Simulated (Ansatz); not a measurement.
Job for Ansatz (a quantum-chemistry and plane-wave program): R-r2SCAN/def2-TZVPPD on CH5FO (a complex), monomers drawn apart or pushed together. Files ending in .json are basis or fitting sets from the Basis Set Exchange.

Ansatz 0.2 input:
```yaml
crystal:
  periodic: [false, false, false]
  atoms:
    - {symbol: O, position_ang: [-0.12139854, -0.06330217, 0.58278213]}
    - {symbol: H, position_ang: [0.00780982, 0.63656445, -0.06439309]}
    - {symbol: H, position_ang: [-0.47988093, 0.37229124, 1.36722086]}
    - {symbol: C, position_ang: [0.48205880, -0.24574257, 4.60604694]}
    - {symbol: F, position_ang: [-0.45362287, 0.69333456, 4.14732898]}
    - {symbol: H, position_ang: [-0.04958522, -0.99870028, 5.18659848]}
    - {symbol: H, position_ang: [0.96435836, -0.69469553, 3.73930925]}
    - {symbol: H, position_ang: [1.20796358, 0.27611409, 5.22860248]}
basis:
  gaussian:
    orbitals: def2-TZVPPD.json
hamiltonian:
  xc: {name: r2SCAN}
scf: {lower_state_search: off}
```

The head of its log:

```
WARN ansatz: RAYON_NUM_THREADS=2 ignored (pool sized by the plan → 2); use --threads N
Functional definition: r2SCAN
these checks for a lower state are left out or cut short: stability, starts, cluster_reference, orbital_swaps, neighbouring_geometries, increment
integrals: 0.07 GiB planned
850 factors; their error is unknown
mean field: 0.70 GiB planned
mean field evaluation 1: about -5874.4172 eV, gradient 6.6e1 eV
mean field evaluation 2: about -5859.5146 eV, gradient 1.1e2 eV
```

Problem. What total energy does the run end on?

Solution. -216.1621 hartree.
